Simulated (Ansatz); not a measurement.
Start from `[NH2][Al]([F])[Br]` and change one atom or group to get `C#[C][Al]([NH2])[F]`.

Ansatz, PBE0-D4/def2-TZVP geometries, multiplicity 1. Each molecule was computed in one conformer, which needn't be the lowest.

Scalar relativity is left out up to krypton.

```csv
property,`[NH2][Al]([F])[Br]`
LUMO energy (ωB97M-V/def2-TZVPP) / eV,0.89
HOMO–LUMO gap (PBE0/def2-TZVPP) / eV,7.29
LUMO energy (PBE/def2-TZVPP) / eV,-1.57
HOMO–LUMO gap (ωB97M-V/def2-TZVPP) / eV,11.29
HOMO–LUMO gap (B3LYP/def2-TZVPP) / eV,6.73
LUMO energy (B3LYP/def2-TZVPP) / eV,-1.03
```

Problem. What does the change do to each property? (Estimate.)

Solution. Ansatz gave: 
```
                               property  `C#[C][Al]([NH2])[F]`  shift
  LUMO energy (ωB97M-V/def2-TZVPP) / eV                   1.13   0.24
   HOMO–LUMO gap (PBE0/def2-TZVPP) / eV                   7.06  -0.23
      LUMO energy (PBE/def2-TZVPP) / eV                  -1.56   0.01
HOMO–LUMO gap (ωB97M-V/def2-TZVPP) / eV                  11.27  -0.02
  HOMO–LUMO gap (B3LYP/def2-TZVPP) / eV                   6.59  -0.14
    LUMO energy (B3LYP/def2-TZVPP) / eV                  -0.93   0.10
```

The zero-point energy changes by 46.4 kJ/mol with +6 modes.

B3LYP here is the variant with VWN-RPA as its local correlation; programs differ in this.

Spin–orbit coupling is left out; it splits and shifts lone-pair levels of the heavy atoms by tenths of an eV.
